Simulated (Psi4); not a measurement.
Br3Pb (SMILES [Br][Pb-]([Br])[Br]), charge -1, singlet, at a GFN2-xTB geometry (such geometries of metal compounds can be far from the true shape) (core potentials on Pb) (a gas-phase anion, which may not be bound at this level); Psi4 1.11 with HF/def2-SV(P).

The Psi4 input:
```
memory 2 GB

molecule mol {
-1 1
Pb    0.003814   -0.000152    0.643757
Br    0.600577   -2.355200   -0.506874
Br    1.734975    1.700484   -0.512639
Br   -2.344487    0.655071   -0.488718
}

set {
  basis def2-sv(p)
  reference rhf
}

energy('scf')
print_variables()
```

The log (banner, timings and long lists left out):

```
   => Loading Basis Set <=

    Name: DEF2-SV(P)
    Role: ORBITAL
    Keyword: BASIS

    !!!  WARNING: ECP capability is in beta. Please check occupations closely.  !!!

         ---------------------------------------------------------
                                   SCF
               by Justin Turney, Rob Parrish, Andy Simmonett
                          and Daniel G. A. Smith
                              RHF Reference
         ---------------------------------------------------------

  ==> Geometry <==

    Molecular point group: c1
    Full point group: C1

    Geometry (in Angstrom), charge = -1, multiplicity = 1:

       Center              X                  Y                   Z               Mass
    ------------   -----------------  -----------------  -----------------  -----------------
         PB           0.003615930888    -0.000143913233     0.610345071401   207.976652500000
         BR           0.600378930888    -2.355191913233    -0.540285928599    78.918337600000
         BR           1.734776930888     1.700492086767    -0.546050928599    78.918337600000
         BR          -2.344685069112     0.655079086767    -0.522129928599    78.918337600000

  Running in c1 symmetry.

  Rotational constants: A =      0.01994  B =      0.01994  C =      0.01204 [cm^-1]
  Rotational constants: A =    597.82298  B =    597.82272  C =    361.07437 [MHz]
  Nuclear repulsion =  916.512756624106032

  Charge       = -1
  Multiplicity = 1
  Electrons    = 128
  Nalpha       = 64
  Nbeta        = 64

  ==> Algorithm <==

  SCF Algorithm Type is DF.
  DIIS enabled.
  MOM disabled.
  Fractional occupation disabled.
  Guess Type is SAD.
  Energy threshold   = 1.00e-06
  Density threshold  = 1.00e-06
  Integral threshold = 1.00e-12

  ==> Primary Basis <==

  Basis Set: DEF2-SV(P)
    Blend: DEF2-SV(P)
    Number of shells: 46
    Number of basis functions: 122
    Number of Cartesian functions: 133
    Spherical Harmonics?: true
    Max angular momentum: 2

  Core potential: DEF2-SV(P)
    Number of shells: 4
    Number of ECP primitives: 18
    Number of ECP core electrons: 60
    Max angular momentum: 3

   => Loading Basis Set <=

    Name: (DEF2-SV(P) AUX)
    Role: JKFIT
    Keyword: DF_BASIS_SCF

  ==> Integral Setup <==

  SCF_SUBTYPE=INCORE selected. In-core MEM_DF algorithm will be used.
  Using in-core AOs.

  ==> MemDFJK: Density-Fitted J/K Matrices <==

    J tasked:                   Yes
    K tasked:                   Yes
    wK tasked:                   No
    Algorithm:                 Core
    Schwarz Cutoff:           1E-12
    Mask sparsity (%):      17.6565
    Fitting Condition:        1E-10

   => Auxiliary Basis Set <=

  Basis Set: (DEF2-SV(P) AUX)
    Blend: DEF2-UNIVERSAL-JKFIT
    Number of shells: 233
    Number of basis functions: 1049
    Number of Cartesian functions: 1474
    Spherical Harmonics?: true
    Max angular momentum: 6

  Minimum eigenvalue in the overlap matrix is 1.8455659342E-02.
  Reciprocal condition number of the overlap matrix is 5.6288799750E-03.
    Using symmetric orthogonalization.

  ==> Pre-Iterations <==

  SCF Guess: Superposition of Atomic Densities via on-the-fly atomic UHF (no occupation information).

   -------------------------
    Irrep   Nso     Nmo
   -------------------------
     A        122     122
   -------------------------
    Total     122     122
   -------------------------

  ==> Iterations <==

                           Total Energy        Delta E     RMS |[F,P]|

   @DF-RHF iter SAD: -7901.32563684776960   -7.90133e+03   0.00000e+00
   @DF-RHF iter   1: -7907.69075103276009   -6.36511e+00   1.55388e-02 ADIIS/DIIS
   @DF-RHF iter   2: -7908.21194241946887   -5.21191e-01   8.71993e-03 ADIIS/DIIS
   @DF-RHF iter   3: -7908.38827582945760   -1.76333e-01   3.88168e-04 ADIIS/DIIS
   @DF-RHF iter   4: -7908.38933392544095   -1.05810e-03   9.48706e-05 DIIS
   @DF-RHF iter   5: -7908.38954049323456   -2.06568e-04   3.73377e-05 DIIS
   @DF-RHF iter   6: -7908.38959782385427   -5.73306e-05   1.10861e-05 DIIS
   @DF-RHF iter   7: -7908.38960304711600   -5.22326e-06   1.96135e-06 DIIS
   @DF-RHF iter   8: -7908.38960316240536   -1.15289e-07   5.14552e-07 DIIS
  Energy and wave function converged.

  ==> Post-Iterations <==

    Orbital Energies [Eh]
    ---------------------

    Doubly Occupied:

       1A   -489.775240     2A   -489.775230     3A   -489.775229
       4A    -64.943471     5A    -64.943468     6A    -64.943468
       7A    -58.314984     8A    -58.314973     9A    -58.314972
      10A    -58.314404    11A    -58.314404    12A    -58.314401
      13A    -58.314399    14A    -58.314395    15A    -58.314395
      16A     -9.633998    17A     -9.633997    18A     -9.633996
      19A     -7.247373    20A     -7.247372    21A     -7.247372
      22A     -7.243650    23A     -7.243649    24A     -7.243649
      25A     -7.243641    26A     -7.243640    27A     -7.243640
      28A     -6.055832    29A     -3.739821    30A     -3.739821
      31A     -3.738224    32A     -2.988796    33A     -2.988795
      34A     -2.988791    35A     -2.987370    36A     -2.987369
      37A     -2.987367    38A     -2.987363    39A     -2.987361
      40A     -2.987360    41A     -2.983636    42A     -2.983635
      43A     -2.983634    44A     -2.983633    45A     -2.983633
      46A     -2.983632    47A     -0.967679    48A     -0.967679
      49A     -0.958999    50A     -0.958998    51A     -0.958802
      52A     -0.814779    53A     -0.794225    54A     -0.794225
      55A     -0.474821    56A     -0.283201    57A     -0.283201
      58A     -0.261004    59A     -0.245185    60A     -0.245185
      61A     -0.232759    62A     -0.232758    63A     -0.231762
      64A     -0.174127

    Virtual:

      65A      0.208498    66A      0.234655    67A      0.234655
      68A      0.473495    69A      0.473666    70A      0.473667
      71A      0.501028    72A      0.588991    73A      0.588991
      74A      0.608602    75A      0.683896    76A      0.683896
      77A      0.789103    78A      0.789104    79A      0.820914
      80A      0.900946    81A      0.913044    82A      0.913044
      83A      0.918408    84A      0.918409    85A      0.918859
      86A      0.918988    87A      0.924044    88A      0.924044
      89A      0.940254    90A      0.970949    91A      0.973152
      92A      0.973152    93A      1.052540    94A      1.052540
      95A      1.053854    96A      1.076987    97A      1.076987
      98A      1.147667    99A      1.147667   100A      1.147913
     101A      1.372724   102A      1.378096   103A      1.378097
     104A      4.081216   105A      4.088989   106A      4.088989
     107A      4.090185   108A      4.090730   109A      4.090739
     110A      4.090739   111A      4.097144   112A      4.097144
     113A      4.150969   114A      4.157085   115A      4.157085
     116A      4.182003   117A      4.250217   118A      4.250218
     119A     20.709369   120A     21.050004   121A     21.050005
     122A     56.763281

    Final Occupation by Irrep:
              A
    DOCC [    64 ]
    NA   [    64 ]
    NB   [    64 ]

  @DF-RHF Final Energy: -7908.38960316240536

   => Energetics <=

    Nuclear Repulsion Energy =            916.5127566241060322
    One-Electron Energy =              -12939.7277334421232808
    Two-Electron Energy =                4114.8253736556116564
    Total Energy =                      -7908.3896031624053649

Computation Completed

Properties will be evaluated at   0.000000,   0.000000,   0.000000 [a0]

Properties computed using the SCF density matrix

 Multipole Moments:

 ------------------------------------------------------------------------------------
     Multipole            Electronic (a.u.)      Nuclear  (a.u.)        Total (a.u.)
 ------------------------------------------------------------------------------------

 L = 1.  Multiply by 2.5417464519 to convert [e a0] to [Debye]
 Dipole X            :          0.4900278           -0.4799371            0.0100907
 Dipole Y            :         -0.0195070            0.0191014           -0.0004056
 Dipole Z            :         82.7141293          -81.0101892            1.7039402
 Magnitude           :                                                    1.7039701

 ------------------------------------------------------------------------------------

  Variable Map:
  ----------------------------------------------------------------------------
  "CURRENT ENERGY"           =>   -7908.389603162405
  "CURRENT REFERENCE ENERGY" =>   -7908.389603162405
  "DD SOLVATION ENERGY"      =>       0.000000000000
  "HF KINETIC ENERGY"        =>    7779.330448481558
  "HF POTENTIAL ENERGY"      =>  -15687.720051643963
  "HF TOTAL ENERGY"          =>   -7908.389603162405
  "HF VIRIAL RATIO"          =>       2.016590008039
  "NUCLEAR REPULSION ENERGY" =>     916.512756624106
  "ONE-ELECTRON ENERGY"      =>  -12939.727733442123
  "PCM POLARIZATION ENERGY"  =>       0.000000000000
  "PE ENERGY"                =>       0.000000000000
  "SCF ITERATION ENERGY"     =>   -7908.389603162405
  "SCF ITERATIONS"           =>       8.000000000000
  "SCF TOTAL ENERGY"         =>   -7908.389603162405
  "TWO-ELECTRON ENERGY"      =>    4114.825373655612

  Array Variable Map:
  ----------------------------------------------------------------------------
  "CURRENT DIPOLE"           =>       0.010090737582 ... 1.703940167371 1 by 3
  "SCF DIPOLE"               =>       0.010090737582 ... 1.703940167371 1 by 3
  "SCF TOTAL ENERGIES"       =>   -7901.325636847770 ... -7908.389603162405 1 by 9
```
